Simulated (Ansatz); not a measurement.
ClH$_{3}$S$_{3}$Sn, SMILES `[SH][Sn]([SH])([SH])[Cl]`. Charge 0, multiplicity 1. Sn: def2 effective core potential.

```
atom    x (Å)    y (Å)    z (Å)
  S1   0.5499  -2.0073   1.1679
 Sn2  -0.1746  -0.2172  -0.2233
  S3  -2.2413   0.5173   0.7008
  S4   1.4039   1.5520  -0.4819
 Cl5  -0.4265  -0.9720  -2.4057
  H6   1.5595  -2.3106   0.3330
  H7  -2.1542   1.6970   0.0614
  H8   1.4834   1.7408   0.8477
```

Problem. What are the harmonic wavenumbers in cm⁻¹ at PBE0-D4/def2-TZVP (Ansatz, finite differences of forces, unscaled)? (An estimate is asked.)

Solution. The calculation gave: 44, 83, 98, 107, 116, 118, 163, 198, 338, 372, 376, 378, 690, 718, 739, 2703, 2706, 2707.

Problem. Is this a minimum?

Solution. Yes, all 18 modes are real.

Problem. Give the ideal-gas thermochemistry at 298.15 K and 1 bar (rigid rotor, harmonic oscillator; point group C1, symmetry number 1).

Solution. Zero-point energy 75.7 kJ/mol; H(298) − E = 104.9 kJ/mol; entropy 437.6 J/(mol·K), of which translation 177.9, rotation 126.2, vibration 133.5; G(298) − E = -25.5 kJ/mol. Modes under 100 cm⁻¹ are hindered rotations or soft bends, so the harmonic entropy is rough.

Problem. Rotational constants (cm⁻¹)?

Solution. 0.03517, 0.03301, 0.03182.
